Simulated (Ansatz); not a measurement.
The same path of BFH3NO + H2S (10 atoms, charge 0, multiplicity 1) was run twice with different band settings. Lost on the way: S8–H10. Made: B1–S8, N2–H10.

Theory: RKS PBE/6-31G* (Ansatz).

Relaxed end points:

```xyz
10
Properties=species:S:1:pos:R:3
B 0.143 -0.537 0.220
N 0.256 -0.292 1.630
H -0.565 -0.274 2.233
H 1.086 -0.621 2.121
F 1.225 -1.006 -0.434
O -0.972 -0.266 -0.533
H -1.643 0.236 -0.024
S -1.661 2.607 1.137
H -1.181 3.013 -0.067
H -0.495 1.968 1.457
```

```xyz
10
Properties=species:S:1:pos:R:3
B -0.203 0.430 0.214
N 0.140 0.170 1.832
H -0.694 0.339 2.408
H 0.442 -0.806 1.974
F 1.006 0.165 -0.423
O -1.279 -0.480 0.019
H -1.611 -0.379 -0.893
S -0.599 2.329 0.030
H -1.896 2.256 0.432
H 0.885 0.803 2.147
```

Common settings: movable images 7; climbing image yes; optimiser quadratic models (default); start path through a guess of the saddle point; force threshold 0.05 eV/Å; iteration limit 60; end points relaxed.

| run | spring |
| --- | --- |
| 1 | 5.0 eV/Å² |
| 2 | 0.1 eV/Å² |

**Question.** What does each run give, and how far can it be trusted?

**Answer.** Run 1: converged after 40 iterations, highest image 1.000 eV above the first end. A vibrational analysis at the climbing image gives one clearly imaginary mode, 945i cm⁻¹: a first-order saddle point.
Run 2: converged after 32 iterations, highest image 0.780 eV above the first end. The profile has 3 maxima (images 2, 4, 7) with wells between them (images 3, 6): this band takes more than one step, which may be the mechanism or a detour left from its start path. A structure lower than the first end lies on the path between it and the top, so the climb from that side starts below the end, which may itself be a saddle point or a shallow side well. The order of the stationary point at the top wasn't checked.
The orbitals stay closed-shell, which can raise the energy where a bond breaks towards radicals; this wasn't checked here.
